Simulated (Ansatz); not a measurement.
C2H7ClInNO (SMILES CC[O][In]([NH2])[Cl]), singlet, geometry from GFN2-xTB (such geometries of metal compounds can be far from the true shape) (all electrons, no relativity), with bond 9-5 at 2.4 times its length; CASSCF(2,4)/STO-3G (Ansatz, a quantum-chemistry and plane-wave program).

Ansatz was given this input:
Ansatz 0.2 input:
```yaml
crystal:
  periodic: [false, false, false]
  atoms:
    - {symbol: In, position_ang: [-0.14339120, 0.53238296, 0.13047434]}
    - {symbol: Cl, position_ang: [1.83838091, 0.02335389, 1.19919179]}
    - {symbol: O, position_ang: [-1.32083082, -0.98505475, -0.45070962]}
    - {symbol: C, position_ang: [-0.82846459, -2.28164652, -0.62439770]}
    - {symbol: C, position_ang: [0.16262085, -2.38739780, -1.77751691]}
    - {symbol: H, position_ang: [-0.36111401, -2.66051278, 0.29735656]}
    - {symbol: H, position_ang: [-1.70858097, -2.90538789, -0.83504065]}
    - {symbol: H, position_ang: [1.04844443, -1.78542350, -1.54804946]}
    - {symbol: H, position_ang: [0.88061896, -4.87098404, -2.13762285]}
    - {symbol: H, position_ang: [-0.29066084, -2.00562438, -2.69054431]}
    - {symbol: N, position_ang: [-0.87916957, 2.40990178, -0.29826481]}
    - {symbol: H, position_ang: [-0.78663594, 3.01155398, 0.51608380]}
    - {symbol: H, position_ang: [-1.87365010, 2.30923038, -0.48672924]}
basis:
  gaussian:
    orbitals: STO-3G
hamiltonian:
  xc: hf
magnetization: {spin_polarized: false}
correlation: {active_space: {window: {electrons: 2, orbitals: 4}}}
```

It wrote (shortened):

```
Functional definition: HF
850 factors; integrals over basis functions are off by at most 3.5e-5 eV
mean field evaluation 1: about -172614.6269 eV, gradient 3.3e1 eV
mean field evaluation 2: about -172614.8220 eV, gradient 3.3e1 eV
mean field evaluation 4: about -172620.3613 eV, gradient 6.4e0 eV
mean field evaluation 8: about -172620.5775 eV, gradient 5.6e-2 eV
mean field -172620.57170413 eV, -6343.6890037009 hartree, gradient 4.4e-6 eV, S^2 0.000000; 0 other end points of the search recorded, 0 dependent functions left out
reference -172620.57170413 eV, -6343.6890037009 hartree; 50, 50 occupied and 13, 13 virtual orbitals, 850 factors
state -172625.49436384 eV, -6343.8699081084 hartree
Total energy: -172625.49436384 eV, -6343.8699081084 hartree
```
